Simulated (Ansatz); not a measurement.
This geometry of CH3LiNTe (7 atoms, charge 1, multiplicity 1) is a first-order saddle point.

Method: RKS PBE0-D4/def2-SVP in Ansatz 0.2.0.

```xyz
7
Properties=species:S:1:pos:R:3
Li -0.321 -3.396 0.600
C -0.249 -1.388 0.374
Te 0.848 -0.271 -0.761
N 0.320 1.608 -0.445
H -0.954 -0.788 0.980
H 0.806 2.365 -0.913
H -0.449 1.869 0.164
```

Which two structures does it join? (They come from a converged band through this point; their orientation in space is the band's.)

No bond is made or broken. The height of N4 over the plane of its neighbours goes from 0.30 to -0.30 Å. The two ends are copies of one structure, up to a mirror image or an exchange of like atoms.

Image 0:

```xyz
7
Properties=species:S:1:pos:R:3
Li -0.321 -3.386 0.586
C -0.273 -1.373 0.354
Te 0.875 -0.261 -0.741
N 0.469 1.646 -0.282
H -0.980 -0.767 0.954
H 0.664 2.315 -1.026
H -0.433 1.827 0.156
```

Image 8:

```xyz
7
Properties=species:S:1:pos:R:3
Li -0.296 -3.384 0.616
C -0.252 -1.372 0.376
Te 0.854 -0.262 -0.763
N 0.174 1.615 -0.605
H -0.981 -0.769 0.951
H 0.863 2.337 -0.809
H -0.362 1.835 0.234
```

How far does it lie above each of them?

0.025 eV above the first and 0.025 eV above the second. This is the barrier of this one path; another mechanism may lie lower. Limits of this set-up: the dipole of an ion depends on the origin.

The run took 4.3 min on 1 thread of Arm Neoverse V1, on a shared host, peak memory 0.18 GiB.
